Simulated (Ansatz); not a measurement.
Consider the isomerisation: `C=CN(C)[SiH3]` → `C=C([SiH3])NC`.

Calculated with Ansatz (gas phase, PBE0-D4/def2-TZVP geometries, no zero-point term in ΔE). CBS: MP2 limit from def2 TZ/QZ plus the TZ coupled-cluster correction, frozen cores. Functionals use def2-TZVPP. One conformer a species, not always the lowest.

`C=CN(C)[SiH3]`:

```xyz
14

C    -0.918    1.683   -1.050
C    -0.969    0.450   -0.540
N     0.067   -0.247    0.046
C     1.351    0.411    0.119
Si   -0.173   -1.755    0.863
H    -1.803    2.107   -1.503
H    -0.023    2.291   -1.037
H    -1.903   -0.105   -0.578
H     1.696    0.694   -0.882
H     1.305    1.319    0.732
H     2.092   -0.261    0.556
H    -0.200   -1.610    2.346
H     0.949   -2.670    0.525
H    -1.471   -2.306    0.403
```

`C=C([SiH3])NC`:

Z-matrix (Å, degrees):
```
Si
C 1 1.878
H 1 1.489 2 111.6
H 1 1.489 2 111.3 3 119.8
H 1 1.483 2 107.7 3 -119.8
N 2 1.381 1 119.3 3 -67.4
C 2 1.343 1 117.5 3 116.0
C 6 1.441 2 121.1 1 30.7
H 6 1.010 2 113.9 1 172.6
H 7 1.088 2 121.8 1 -179.9
H 7 1.081 2 121.1 1 1.7
H 8 1.099 6 113.9 2 67.6
H 8 1.093 6 110.0 2 -53.7
H 8 1.091 6 109.3 2 -170.9
```

CCSD(T)/CBS gives +62.7 kJ/mol.

Problem. Another level gave +55.5 kJ/mol. Which?
A. PBE-D4/def2-TZVPP
B. ωB97M-V/def2-TZVPP
C. PBE0-D4/def2-TZVPP
D. CCSD/def2-TZVPP

Solution. C. PBE0-D4 55.5, ωB97M-V 60.2, CCSD/def2-TZVPP 64.4, PBE-D4 51.3 kJ/mol.

Largest T1 diagnostic among the species: 0.012.

From PBE to PBE0 (25 % exact exchange), in def2-TZVPP and without D4, ΔE moves by +4.3 kJ/mol.
